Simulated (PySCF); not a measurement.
**Ba⁺ (barium, charge +1) across methods**

[Xe] 6s1, 2S determinant. Calculation: PySCF 2.14, in aug-cc-pVQZ-X2C (10s9p7d4f2g, 118 functions); scalar relativity by spin-free X2C-1e.

| method | E (hartree) | mean ε 5p α (eV) | mean ε 5p β (eV) | mean ε 6s α (eV) | Σ⟨r²⟩ (bohr²) | ⟨S²⟩ |
| --- | --- | --- | --- | --- | --- | --- |
| LDA | -8127.51 | -24.719 | -24.609 | -8.089 | 65.39 | 0.750 |
| UHF | -8131.47706 | -29.885 | -29.779 | -9.401 | 67.77 | 0.751 |
| B3LYP | -8134.65 | -25.780 | -25.696 | -8.338 | 65.83 | 0.750 |
| r2SCAN | -8134.54 | -25.097 | -25.017 | -7.933 | 66.12 | 0.751 |
| PBE0 | -8134.21 | -26.204 | -26.075 | -8.369 | 66.01 | 0.750 |
| PBE | -8134.12 | -24.578 | -24.442 | -7.883 | 65.84 | 0.750 |

Q: Estimate the same row for revPBE.

A: E (hartree) = -8134.41; mean ε 5p α (eV) = -24.559; mean ε 5p β (eV) = -24.433; mean ε 6s α (eV) = -7.825; Σ⟨r²⟩ (bohr²) = 65.97; ⟨S²⟩ = 0.750.

Spin-orbit coupling, which splits the p, d and f shells strongly at this Z, is absent.
